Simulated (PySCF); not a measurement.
# Ba⁴⁷⁺: ionisation energy

Ba⁴⁷⁺ [He] 2s2 2p5 [2p1/2^2 2p3/2^3, M_J = 3/2] → Ba⁴⁸⁺ [He] 2s2 2p4 [2p1/2^2 2p3/2^2, M_J = 2], as a difference of total energies. Calculation: PySCF 2.14, in an uncontracted even-tempered set (17 s from 26 bohr⁻², ratio 2.4; 13 p from 34 bohr⁻², ratio 2.4; 5 d from 120 bohr⁻², ratio 2.6; 4 f from 180 bohr⁻², ratio 2.6); the two-component X2C-1e Hamiltonian. Correlated levels: nothing frozen; the 32 highest virtual spinors dropped. "Screened" scales the spin-orbit matrix elements by Boettger's factors to mimic the two-electron term; Breit and QED terms are absent.

| method | ionisation energy (eV) |
| --- | --- |
| GHF (spin-free) | 8689.7 |
| GMP2 (spin-free) | 8691.3 |
| GHF (screened spin-orbit) | 8572.8 |
| GMP2 (screened spin-orbit) | 8574.4 |

For this ion Breit and QED terms and the two-electron picture change, all absent here, outweigh the correlation shift from GHF to GMP2.

The spin-free rows relax to the high-spin LS determinant and lack the spin-orbit shift.

The labels give the starting determinants; with spin-orbit coupling the two ends relaxed to ⟨J²⟩ = 3.75, ⟨L²⟩ = 2.01, ⟨S²⟩ = 0.76 and ⟨J²⟩ = 6.00, ⟨L²⟩ = 3.21, ⟨S²⟩ = 1.40.

For comparison: 8565 ± 4 eV (theoretical estimate listed by NIST; NIST Atomic Spectra Database, ionization energies).
